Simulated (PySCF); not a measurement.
Partial charges of `C[SiH2][P-][Si](C)(C)C`

C4H14PSi2 (charge -1).
Z-matrix (Å and degrees, GFN2-xTB geometry), rows numbered from 1:
```
C 
Si  1  1.9018
P   2  2.1605  1  111.16
Si  3  2.1748  2   96.04  1   179.95
C   4  1.9151  3  110.39  2   179.94
C   4  1.9244  3  116.91  2   -60.98
C   4  1.9249  3  116.93  2    60.87
H   1  1.0862  2  111.08  3  -179.97
H   1  1.0844  2  110.99  3   -59.74
H   1  1.0843  2  110.90  3    59.85
H   2  1.4856  1  104.05  3   127.35
H   2  1.4855  1  104.08  3  -127.42
H   5  1.0866  4  111.72  3  -180.00
H   5  1.0843  4  110.55  3   -59.49
H   5  1.0843  4  110.56  3    59.51
H   6  1.0855  4  110.61  3   -53.80
H   6  1.0856  4  109.82  3    64.66
H   6  1.0874  4  112.61  3  -174.76
H   7  1.0857  4  110.60  3    53.81
H   7  1.0876  4  112.58  3   174.76
H   7  1.0858  4  109.82  3   -64.68
```

Density: PBE0/pcSseg-1 (PySCF); schemes: Mulliken, IAO, Hirshfeld and ESP-fitted. Isolated species at its GFN2-xTB geometry (one conformer only). The pcSseg-1 basis has no diffuse functions, a weakness for an anion.

Problem. Atoms with like bonding are taken together and averaged. For which atoms does the sign change between the 4 schemes (beyond +0.03 e in one, beyond −0.03 e in another)?

Solution. For none.

Problem. Which atoms carry the lowest charge in the Mulliken, IAO, Hirshfeld and ESP-fitted schemes?

Solution. All schemes agree: Mulliken P3 (-0.644); IAO P3 (-0.755); Hirshfeld P3 (-0.463); ESP-fitted P3 (-0.915).

Problem. Give the atomic charges in each scheme.

Solution. In e; atoms taken as equivalent share a row and are averaged (×n: the atom named and its like, n in all):

```json
{"atom": "C1", "environment": "Si-methyl carbon", "Mulliken": "-0.604", "IAO": "-0.706", "Hirshfeld": "-0.233", "ESP-fitted": "-0.422"}
{"atom": "Si2", "environment": "SiH2 silicon", "Mulliken": "+0.449", "IAO": "+0.549", "Hirshfeld": "+0.174", "ESP-fitted": "+0.552"}
{"atom": "P3", "environment": "phosphorus bonded to 2 Si", "Mulliken": "-0.644", "IAO": "-0.755", "Hirshfeld": "-0.463", "ESP-fitted": "-0.915"}
{"atom": "Si4", "environment": "four-coordinate silicon", "Mulliken": "+0.619", "IAO": "+0.869", "Hirshfeld": "+0.281", "ESP-fitted": "+0.855"}
{"atom": "C5/C6/C7", "environment": "Si-methyl carbon", "Mulliken": "-0.586", "IAO": "-0.719", "Hirshfeld": "-0.237", "ESP-fitted": "-0.609"}
{"atom": "H8/H9/H10", "environment": "methyl hydrogen", "Mulliken": "+0.104", "IAO": "+0.134", "Hirshfeld": "+0.020", "ESP-fitted": "+0.079"}
{"atom": "H11/H12", "environment": "Si–H hydrogen", "Mulliken": "-0.153", "IAO": "-0.191", "Hirshfeld": "-0.130", "ESP-fitted": "-0.217"}
{"atom": "H13 (×9)", "environment": "methyl hydrogen", "Mulliken": "+0.103", "IAO": "+0.131", "Hirshfeld": "+0.017", "ESP-fitted": "+0.106"}
```

Mean size of the charges over all atoms: IAO 0.333 e, ESP-fitted 0.295 e, Mulliken 0.268 e, Hirshfeld 0.111 e. Each set sums to the total charge, -1, to within 0.001 e. The IAO scheme projects the occupied orbitals on a minimal set of polarised atomic orbitals and counts the electrons in each atom's part of it. The Mulliken scheme counts on each atom the diagonal of the density matrix times the overlap matrix over that atom's basis functions.

Some averages cover members that differ in this geometry: C5/C6/C7, ESP-fitted -0.737 to -0.379; H13 (×9), ESP-fitted +0.038 to +0.156; H8/H9/H10, ESP-fitted +0.047 to +0.096; H13 (×9), Mulliken +0.086 to +0.119 e.

Problem. Sum the charges by element, for elements with more than one atom.

Solution. 
```json
{"element": "C", "atoms": "4", "Mulliken": "-2.361", "IAO": "-2.863", "Hirshfeld": "-0.945", "ESP-fitted": "-2.250"}
{"element": "Si", "atoms": "2", "Mulliken": "+1.067", "IAO": "+1.418", "Hirshfeld": "+0.455", "ESP-fitted": "+1.407"}
{"element": "H", "atoms": "14", "Mulliken": "+0.938", "IAO": "+1.200", "Hirshfeld": "-0.047", "ESP-fitted": "+0.758"}
```

Problem. How closely do the schemes follow one another over all atoms?

Solution. Correlation coefficient and root-mean-square difference: Mulliken with IAO 1.00, 0.088 e; Hirshfeld with ESP-fitted 0.97, 0.251 e; IAO with ESP-fitted 0.97, 0.109 e; Mulliken with Hirshfeld 0.96, 0.197 e; IAO with Hirshfeld 0.96, 0.281 e; Mulliken with ESP-fitted 0.96, 0.117 e.
